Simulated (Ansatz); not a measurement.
Input for Ansatz (a quantum-chemistry and plane-wave program): R-B3LYP/def2-TZVPPD on HF (SMILES F) with ghost functions, monomers drawn apart or pushed together. Files ending in .json are basis or fitting sets from the Basis Set Exchange.

Ansatz 0.2 input:
```yaml
crystal:
  periodic: [false, false, false]
  atoms:
    - {symbol: F, position_ang: [-0.03944370, -0.14847424, 0.64158482]}
    - {symbol: H, position_ang: [-0.06251873, -0.64868843, 1.43193789]}
basis:
  gaussian:
    orbitals: def2-TZVPPD.json
    ghost_atoms:
      - {symbol: C, position_ang: [-0.24073506, 1.07359350, 3.60431492]}
      - {symbol: Br, position_ang: [-0.16252224, -0.89009760, 3.53852662]}
      - {symbol: H, position_ang: [-1.17918812, 1.33962394, 4.07654413]}
      - {symbol: H, position_ang: [-0.19097046, 1.42677570, 2.58076107]}
      - {symbol: H, position_ang: [0.60995228, 1.40714981, 4.18701440]}
hamiltonian:
  xc: {name: B3LYP}
scf: {lower_state_search: off}
```

The head of its log:

```
WARN ansatz: RAYON_NUM_THREADS=1 ignored (pool sized by the plan → 1); use --threads N
Functional definition: B3LYP
these checks for a lower state are left out or cut short: stability, starts, cluster_reference, orbital_swaps, neighbouring_geometries, increment
integrals: 0.10 GiB planned
982 factors; their error is unknown
mean field: 0.86 GiB planned
mean field evaluation 1: about -2733.0338 eV, gradient 3.4e1 eV
mean field evaluation 2: about -2730.1105 eV, gradient 5.8e1 eV
```

**Question.** Give the final energy of this run.

**Answer.** -100.4951 hartree.
